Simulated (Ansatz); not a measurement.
Ideal-gas functions of C₂H₄BrN (`C/N=C/Br`) at 600 K and 1 bar, from an Ansatz frequency run at PBE0-D4/def2-TZVP.

Molar mass 121.96 g/mol, point group Cs (symmetry number 1), electronic degeneracy 1, moments of inertia 10.359, 284.667, 291.914 u Å². Harmonic wavenumbers (cm⁻¹, unscaled): 203, 236, 258, 346, 783, 911, 1036, 1128, 1145, 1296, 1428, 1471, 1489, 1749, 3008, 3086, 3102, 3122.

Use S(trans) = R[1.5 ln M + 2.5 ln T − 1.1517]; rotational temperatures θ = 24.2544 K / I; S(rot) = R[ln(√π/σ · √(T³/θAθBθC)) + 1.5]; for each mode x = 1.438777 ν̃/T, S = R[x/(eˣ − 1) − ln(1 − e⁻ˣ)] and H = RT x/(eˣ − 1); 1 cm⁻¹ = 0.0119627 kJ/mol; R = 8.31446 J/(mol·K).

Question: By hand: the entropy, in J/(mol·K).

Answer: Translation 183.3. Rotation: θ = 2.3414, 0.0852, 0.0831 K, giving 114.1. Vibration, mode by mode: 14.38, 13.16, 12.44, 10.10, 4.20, 3.30, 2.60, 2.19, 2.12, 1.59, 1.23, 1.14, 1.10, 0.66, 0.05, 0.04, 0.04, 0.04, in all 70.4. Electronic 0.0. Sum 367.8 J/(mol·K).

Question: By hand: H − E and G − E in kJ/mol, counted from the electronic energy.

Answer: Zero-point energy ½ × 25797 × 0.0119627 = 154.3; thermal vibration 23.3; translation, rotation and pV give 4 RT = 20.0. H − E = 197.6 kJ/mol, and G − E = 197.6 − 600 × 367.8/1000 = -23.1 kJ/mol.

Vibration gives 19 % of the entropy.
